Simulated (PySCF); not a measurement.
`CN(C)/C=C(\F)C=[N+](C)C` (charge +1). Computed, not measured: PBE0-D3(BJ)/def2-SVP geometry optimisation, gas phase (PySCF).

```
atom  x, y, z in Å
C1    -3.1840   -0.8542    0.6696
N2    -2.6303    0.1948   -0.1821
C3    -3.5891    1.0857   -0.8157
C4    -1.3385    0.3562   -0.3835
C5    -0.2702   -0.3807    0.1265
F6    -0.4970   -1.4158    0.9464
C7     1.0344   -0.0305   -0.2201
N8     2.1713   -0.5874    0.1444
C9     2.2500   -1.7460    1.0298
C10    3.4362   -0.0539   -0.3352
H11   -2.8167   -0.7551    1.6997
H12   -4.2752   -0.7591    0.6715
H13   -2.9144   -1.8485    0.2892
H14   -4.2797    0.5077   -1.4485
H15   -4.1755    1.6161   -0.0498
H16   -3.0700    1.8232   -1.4394
H17   -1.0674    1.1839   -1.0439
H18    1.1287    0.8283   -0.8897
H19    1.8101   -1.5192    2.0101
H20    3.3051   -2.0066    1.1663
H21    1.7249   -2.6064    0.5940
H22    3.2628    0.8099   -0.9881
H23    4.0590    0.2622    0.5155
H24    3.9807   -0.8249   -0.9014
```

**Question.** What is the longest distance between nuclei?

**Answer.** H14···H23, 8.57 Å; the next longest distance is 8.56 Å.

**Question.** Work out the bond lengths C1–H12, N2–C3, C3–H16, C5–F6, C9–H19 in pm.

**Answer.** For C1–H12 the difference vector is (-1.0912, 0.0951, 0.0019) Å, of length 1.0953 Å. C1–H12 109.5; N2–C3 145.4; C3–H16 109.7; C5–F6 134.0; C9–H19 109.8 pm.

**Question.** How far are the heavy atoms from their best plane (unweighted least squares)?

**Answer.** 0.003 Å rms; none is more than 0.006 Å off.

**Question.** How far apart are these pairs, which share no bond: C3···C9, C5···H17, C9···H13, H13···H15?

**Answer.** C3···C9 6.747 Å (6 bonds apart); C5···H17 2.110 Å (2 bonds apart); C9···H13 5.218 Å (7 bonds apart); H13···H15 3.703 Å (4 bonds apart).

**Question.** What are the angles H11–C1–H12, N2–C3–H14, C7–N8–C10, H19–C9–H21, N8–C9–H20?

**Answer.** From the scalar product of the two bond vectors; for H11–C1–H12 it is -0.3894 Å² over 1.0981 × 1.0953 Å², cos θ = -0.3238. H11–C1–H12 108.9°; N2–C3–H14 110.0°; C7–N8–C10 120.3°; H19–C9–H21 108.9°; N8–C9–H20 108.4°.

**Question.** Give the dihedral angles C1–N2–C3–H14, C7–N8–C9–H20, C5–C7–N8–C9, C5–C7–N8–C10, H18–C7–N8–C9, C9–N8–C10–H24.

**Answer.** C1–N2–C3–H14 -59° (synclinal); C7–N8–C9–H20 180° (antiperiplanar); C5–C7–N8–C9 0° (synperiplanar); C5–C7–N8–C10 180° (antiperiplanar); H18–C7–N8–C9 180° (antiperiplanar); C9–N8–C10–H24 60° (synclinal). Dihedral signs follow IUPAC: positive where, seen along the central bond, the front bond turns clockwise onto the rear one.

**Question.** What is the repulsion energy of the bare nuclei, Σ ZA·ZB/RAB?

**Answer.** 555.28 Eh over 276 pairs, with full nuclear charges and distances in bohr; the largest single term is 21.33 Eh (C5 with F6).

The point group is C2v within 0.08 Å; differences among equivalent distances and angles are scatter left by the optimiser. PBE0-D3(BJ)/def2-SVP frequencies: not computed here.

One conformer stands for the species.
